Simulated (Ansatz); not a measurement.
A made-up structure of GaBNH₅, closed shell:

B1  (1.022, -1.049, 0.816)
Ga2  (-0.287, 0.193, 0.577)
N3  (-0.772, 0.877, -1.323)
H4  (-1.491, 0.433, -1.893)
H5  (-0.326, 1.698, -1.733)
H6  (-0.954, 0.646, 1.927)
H7  (1.326, -1.453, 1.849)
H8  (1.646, -1.522, -0.026)
(Å)

It is relaxed with PBE-D4/def2-SVP and then PBE0-D4/def2-TZVP (Ansatz 0.2.0). Atoms count as bonded within 1.22 times the sum of their covalent radii (H–H: 0.88 Å). The end point is not checked to be a true minimum.

Question: Does its bonding change? (A judgement: the text doesn't fix the answer.)

Answer: By the calculation: No: no bond forms or breaks.

Where it ends: The first stage lowers the energy by 2.23 eV in 26 steps. It ends as GaBNH₅ ([BH2][GaH][NH2]):
| atom | x (Å) | y (Å) | z (Å) |
| --- | --- | --- | --- |
| B1 | 1.0803 | -1.2224 | 0.7671 |
| Ga2 | -0.1003 | 0.4612 | 0.4760 |
| N3 | -0.9332 | 0.7547 | -1.1160 |
| H4 | -0.8778 | 0.1501 | -1.9173 |
| H5 | -1.5134 | 1.5568 | -1.2939 |
| H6 | -0.3834 | 1.5913 | 1.5322 |
| H7 | 0.6360 | -2.2435 | 1.2092 |
| H8 | 2.2562 | -1.2241 | 0.5375 |

Labels in which every atom is bracketed show which atoms are joined, not bond orders.

For scale, one of the runs: PBE0-D4/def2-TZVP relaxation, 140 basis functions, launched by `ansatz run in.yaml --threads 2 --pin off --events-out ev --progress --plain --max-ram 4352MiB`. Hardware: 2 CPU threads of an Arm Neoverse V1, shared host. Wall time about 18 s.
